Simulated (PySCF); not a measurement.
cyclopent-3-en-1-ol (C5H8O), SMILES OC1CC=CC1. Geometry optimised at B3LYP-D3(BJ)/def2-SVP. One conformer was computed; it need not be the lowest.

**Question.** Give the equilibrium geometry at B3LYP-D3(BJ)/def2-SVP (PySCF confirms it by a frequency run) as bond lengths and angles, and its point group. (Estimate from the structure and the level; the computed values follow.)

**Answer.** This is not unique; one that fits is point group Cs.
Atoms: O1 C2 C3 C4 C5 C6 H7 H8 H9 H10 H11 H12 H13 H14. Bonds (Å): O1–C2 1.415, O1–H7 0.968, C2–C3 1.549, C2–C6 1.549, C2–H8 1.100, C3–C4 1.512, C3–H9 1.102, C3–H10 1.106, C4–C5 1.341, C4–H11 1.093, C5–C6 1.512, C5–H12 1.093, C6–H13 1.102, C6–H14 1.106. Angles (°): C2–O1–H7 107.1, O1–C2–C3 111.3, O1–C2–C6 111.3, O1–C2–H8 105.5, C3–C2–C6 103.9, C3–C2–H8 112.5, C6–C2–H8 112.5, C2–C3–C4 102.8, C2–C3–H9 110.6, C2–C3–H10 111.5, C4–C3–H9 114.6, C4–C3–H10 110.5, H9–C3–H10 106.9, C3–C4–C5 111.3, C3–C4–H11 123.5, C5–C4–H11 125.1, C4–C5–C6 111.3, C4–C5–H12 125.1, C6–C5–H12 123.5, C2–C6–C5 102.8, C2–C6–H13 110.6, C2–C6–H14 111.5, C5–C6–H13 114.6, C5–C6–H14 110.5, H13–C6–H14 106.9.
